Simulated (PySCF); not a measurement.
## Electron correlation in Mo²⁺ (molybdenum, charge +2)

[Kr] 4d3 5p1, one real determinant (an excited configuration). Computed with PySCF 2.14 in aug-cc-pwCVTZ-PP with ECP28MDF (8s8p7d4f3g, 122 functions), with a scalar-relativistic core potential. Frozen: 4s2 4p6; 4 electrons correlated.

MP2 pair energies summed by pair of shells (mhartree):

| pair | energy | share (%) |
| --- | --- | --- |
| 4d-4d | -16.73 | 60.0 |
| 4d-5p | -11.14 | 40.0 |

Total MP2 correlation energy: -27.87 mhartree.

Same-spin part -27.87 and opposite-spin part 0.00 mhartree; SCS-MP2 scales them by 1/3 and 6/5 to -9.29 mhartree.

The reference is one real determinant that mixes LS terms of this configuration.
